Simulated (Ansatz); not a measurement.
Computed with Ansatz on PBE0-D4/def2-TZVP structures; ΔE is electronic, products minus reactants. CCSD(T)/CBS is the MP2 limit (def2-TZVPP, def2-QZVPP) plus CCSD(T) − MP2 in def2-TZVPP, frozen cores. This one scheme is used for every species. Functionals use def2-TZVPP. Elements past krypton have def2 core potentials. For Sn outer-core shells are correlated without core-valence functions, which leaves a few kJ/mol of doubt a bond. Each species was taken in one conformer, which may not be the lowest.

Reaction (ligand exchange at the Sn–O bond): `[CH3][Sn]([OH])([Cl])[Cl]` + HCl → `[CH3][Sn]([Cl])([Cl])[Cl]` + H₂O

| level | ΔE (kJ/mol) |
| --- | --- |
| LDA (SPW92) | -56.9 |
| PBE-D4 | -60.1 |
| PBE0 | -63.4 |
| r2SCANh | -61.4 |

(1) What does CCSD(T)/CBS give? (An estimate is asked.)

Largest T1 diagnostic among the species: 0.012.

Results:

(1) Computed: -61.8 kJ/mol. The listed levels differ from it by 4.9, 1.7, -1.6, 0.4 kJ/mol.

At CCSD(T), def2-SVP lies +5.0 kJ/mol from the extrapolated value and def2-TZVPP +5.7 kJ/mol. The D4 term adds −3.3 kJ/mol with B3LYP and −1.8 kJ/mol with PBE0; it sums over pairs of atoms, weighted by their polarisabilities, and B3LYP, whose exchange is more repulsive, gets the larger term.

B3LYP here is the variant with VWN-RPA as its local correlation; programs differ in this.
